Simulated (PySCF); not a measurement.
**Calculated properties of `[NH]CC1=C[C@@H]2C=C[C@H]12` [radical]**

Compound: C₇H₈N (doublet state).
Z-matrix (Å and degrees, GFN2-xTB geometry), rows numbered from 1:
```
N 
C   1  1.4004
C   2  1.4897  1  116.77
C   3  1.3332  2  137.14  1  -101.93
C   4  1.5122  3   94.34  2   179.78
C   5  1.5129  4  113.95  3    82.88
C   6  1.3297  5   94.32  4   -83.64
C   7  1.5098  6   94.30  5    -0.02
H   1  1.0187  2  111.58  3    22.31
H   2  1.1084  1  107.23  3  -121.70
H   2  1.1018  1  107.41  3   125.77
H   4  1.0738  3  134.83  2    -3.42
H   5  1.0837  4  119.24  3  -127.68
H   6  1.0736  5  130.69  4    93.88
H   7  1.0738  6  134.99  5   177.63
H   8  1.0835  3  118.99  2   -52.35
```

**GFN2-xTB geometry**

* Point group of the GFN2-xTB geometry: C1
* Rotational constants A, B, C of the GFN2-xTB geometry: 5.425, 1.477, 1.330 GHz

**UKS B3LYP, pcH-1 on C H N, non-relativistic, mean-field spin-orbit, GIAO (PySCF)**

- Isotropic g value: 2.00452
- Principal g values: 2.00211, 2.00377, 2.00768
- Spin squared ⟨S²⟩: 0.754
- Largest Mulliken spin population: 0.97 on N1
- Largest isotropic hyperfine couplings (means over sets of like nuclei): 1H +223.2 (H10), 1H +78.2 (H11), 1H -59.5 (H9), 13C -36.3 (C2), 14N +31.1 (N1) MHz

Monoisotopic mass (most abundant isotopes): 106.0657 u.

With B = h/(8π²I), that is 505.379 GHz u Å² over I, the principal moments of inertia are 93.2, 342.2 and 379.9 u Å² (most abundant isotopes); the inertial defect Ic − Ia − Ib is -55.5 u Å² (zero for a rigid planar frame, negative otherwise). g_iso is shifted by about +2200 ppm from the free-electron value 2.002319; the principal values span 0.0056. ⟨S²⟩ is 0.004 above the pure-spin value S(S + 1) = 0.75. At 9.50 GHz, hν = g·μB·B₀ (B₀ the magnetic field) puts the centre of the isotropic spectrum, to first order, at 338.6 mT. The rotational constants make it an asymmetric top with κ = (2B − A − C)/(A − C) = -0.93, nearer the prolate limit (−1).

Isolated species at its GFN2-xTB geometry (one conformer only). GFN2-xTB frequencies show an imaginary mode (29i cm⁻¹), so this geometry is no minimum at that level. Hyperfine couplings depend on the geometry, which wasn't re-optimised at a DFT level.

For the EPR job (B3LYP), the run took 88 s wall (grids of density and orbitals included) on one thread of an Intel Xeon Platinum 8259CL at 2.50 GHz, shared host with 96 logical CPUs at a one-minute load of 47, and the process peaked at 1.1 GiB of memory.
